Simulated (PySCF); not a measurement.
Consider 1,4-diethynylbenzene, `C#Cc1ccc(C#C)cc1` (C10H6). Coordinates in Å; atoms count from 1 in this order:
```
C    -4.0334    0.1423   -0.3470
C    -2.8251    0.1001   -0.2438
C    -1.4036    0.0504   -0.1222
C    -0.6468   -0.8165   -0.9297
C     0.7339   -0.8653   -0.8114
C     1.4011   -0.0483    0.1182
C     2.8224   -0.0984    0.2408
C     4.0306   -0.1405    0.3460
C     0.6442    0.8186    0.9257
C    -0.7365    0.8674    0.8074
H    -5.1032    0.1798   -0.4378
H    -1.1589   -1.4533   -1.6532
H     1.3157   -1.5407   -1.4412
H     5.1002   -0.1777    0.4391
H     1.1563    1.4554    1.6492
H    -1.3182    1.5428    1.4371
```

Energies: ωB97X-D3(BJ)/ma-def2-SVP (PySCF, density fitting, integration grid level 2) on PBE0-D3(BJ)/def2-SVP structures. The prefix ma- adds one diffuse s and one diffuse p function on all atoms but H. ωB97X-D3(BJ) is ωB97X-V with D3(BJ) in place of VV10. Thermal corrections: PBE0-D3(BJ)/def2-SVP frequencies, unscaled, ideal gas at 298.15 K and 1 bar, quasi-RRHO entropy.

Problem. What are the vertical and the adiabatic ionisation energy for forming the radical cation?

Solution. 8.62 eV vertical and 8.49 eV adiabatic, the latter with zero-point energy.

Problem. Where does the unpaired spin of the relaxed radical cation sit?

Solution. C8 (alkyne carbon) 0.34, C1 (alkyne carbon) 0.34, C3 (aromatic carbon) 0.25, C6 (aromatic carbon) 0.25 (intrinsic atomic orbital populations).

Problem. What oxidation potential follows in water (IEF-PCM), on the absolute scale?

Solution. In the gas phase ΔG of oxidation is 8.463 eV, and solvation is -23.3 kJ/mol for the parent and -199.5 kJ/mol for the product, so the absolute potential is 6.64 V. The solvent is electrostatics only, on gas-phase structures; the absolute scale refers to an electron at rest in vacuum.

Problem. How far is −ε(HOMO) from the vertical value by ΔSCF?

Solution. −ε(HOMO) = 8.85 eV, which is 0.23 eV above the ΔSCF value.

Note: ma-def2-SVP is a small basis, whose errors can reach tens of kJ/mol.
